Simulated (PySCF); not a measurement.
Absolute configuration from chiroptical data

Theory: TDDFT CAM-B3LYP/def2-SVPD circular dichroism and optical rotation, one conformer, gas phase in PySCF 2.14.0. Geometry: GFN2-xTB.

Singlets 7 and 8 lie within 0.01 eV of each other, so their separate moments and overlaps can depend on how they mix.

Values for one enantiomer of C5H9ClOSi, R in 10⁻⁴⁰ esu² cm² (velocity form):
```csv
λ (nm),f,R
182,0.006,+9.3
176,0.063,+13.3
171,0.008,-0.6
168,0.009,+26.7
166,0.007,+6.0
159,0.011,-11.8
155,0.012,+12.5
155,0.072,-28.2
```

[α] at 589.3 nm: +60 deg dm⁻¹ (g/mL)⁻¹ (origin-invariant length gauge).

(1) Which structure gives these signs?
A. Cl[C@H]1C[C@@H]2O[C@H]1C[SiH2]2
B. Cl[C@@H]1C[C@H]2O[C@@H]1C[SiH2]2

## Answers

(1) B. Its CIP labels in SMILES order are R, S, R; the other enantiomer gives every sign reversed.

The signs above follow by mirror symmetry from the run on the other enantiomer. Geometry of Cl[C@H]1C[C@@H]2O[C@H]1C[SiH2]2 as run:
```xyz
17

Cl   -2.195   -1.289   -0.459
C    -1.014   -0.112   -1.066
C    -1.013    1.192   -0.254
C     0.441    1.249    0.228
O     1.159    0.628   -0.845
C     0.457   -0.587   -0.970
C     0.737   -1.414    0.292
Si    0.721   -0.046    1.620
H    -1.283    0.064   -2.109
H    -1.727    1.171    0.566
H    -1.249    2.039   -0.901
H     0.825    2.259    0.350
H     0.787   -1.088   -1.882
H     1.720   -1.872    0.191
H     0.013   -2.213    0.421
H    -0.404   -0.113    2.550
H     2.020    0.145    2.257
```
